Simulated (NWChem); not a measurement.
Species: hexafluorodisilane (Si₂F₆); SMILES F[Si](F)(F)[Si](F)(F)F

```xyz
8

F     -1.4976     0.0373    -1.7195
Si     0.0000     0.0000    -1.1580
F      0.7811     1.2783    -1.7195
F      0.7165    -1.3156    -1.7195
Si     0.0000     0.0000     1.1580
F     -0.7085     1.3200     1.7195
F     -0.7889    -1.2735     1.7195
F      1.4974    -0.0464     1.7195
```
Atoms are numbered in this order, from 1.

Program: NWChem. Pople sets run with spherical d functions. Structure relaxed at the PBE0/def2-SVP level. Total energies compare along this basis series because the functional is fixed.

```tsv
level	basis functions	energy (Ha)	highest occupied level (eV)	orbital gap (eV)
Hartree-Fock/STO-3G	48	-1159.5785	-8.69	18.04
Hartree-Fock/3-21G	80	-1168.5863	-14.29	17.09
Hartree-Fock/6-31G*	120	-1174.8644	-14.26	17.05
Hartree-Fock/6-31+G*	152	-1174.8931	-14.53	16.16
Hartree-Fock/6-311G**	160	-1175.0583	-14.62	16.89
Hartree-Fock/6-311++G**	192	-1175.0733	-14.72	16.23
```
